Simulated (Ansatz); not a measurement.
osmium atom (Os), quintet (core potentials on Os). Base run: HF/def2-SV(P) (Ansatz, an electronic-structure program).

Here is a job for Ansatz.
Ansatz 0.2 input:
```yaml
crystal:
  periodic: [false, false, false]
  atoms:
    - {symbol: Os, position_ang: [0.00000000, 0.00000000, 0.00000000]}
basis:
  gaussian:
    orbitals: def2-SV_P_.json
hamiltonian:
  xc: hf
magnetization: {spin_polarized: true, initial_magnetization: 4}
```
The basis file holds def2-SV(P) in the JSON format of the Basis Set Exchange.

The base run was repeated with changes; each row names its change, and settings that it needs were set with it.

```json
[
 {"change": "base", "basis functions": "25", "E (Eh)": "-89.82952"},
 {"change": "basis = x2c-TZVPall; relativity = none", "basis functions": "81", "E (Eh)": "-15728.66984"},
 {"change": "basis = Sapporo-DKH3-DZP-2012; relativity = spin-free X2C", "basis functions": "65", "E (Eh)": "-17251.01756"},
 {"change": "basis = x2c-TZVPall; relativity = spin-free X2C", "basis functions": "81", "E (Eh)": "-17252.42058"},
 {"change": "basis = Sapporo-DKH3-DZP-2012; relativity = none", "basis functions": "65", "E (Eh)": "-14332.64820"},
 {"change": "basis = x2c-TZVPall; relativity = spin-free X2C; nucleus = Gaussian", "basis functions": "81", "E (Eh)": "-17250.02740"},
 {"change": "basis = jorge-DZP-DKH; relativity = spin-free X2C", "basis functions": "60", "E (Eh)": "-17164.28202"},
 {"change": "basis = Sapporo-DKH3-DZP-2012; relativity = spin-free X2C; nucleus = Gaussian", "basis functions": "65", "E (Eh)": "-17248.87780"},
 {"change": "basis = jorge-DZP-DKH; relativity = spin-free X2C; nucleus = Gaussian", "basis functions": "60", "E (Eh)": "-17162.30198"},
 {"change": "basis = jorge-DZP-DKH; relativity = none", "basis functions": "60", "E (Eh)": "-14370.00622"}
]
```

Total energies compare only within one method and basis.

Ansatz warned in this series: the basis is contracted for relativity, which the run leaves out.

Basis sets contracted for a relativistic Hamiltonian are a mismatch without it, so the rows without relativity aren't non-relativistic limits. No row has spin-orbit coupling; sets with core potentials leave out the core electrons.
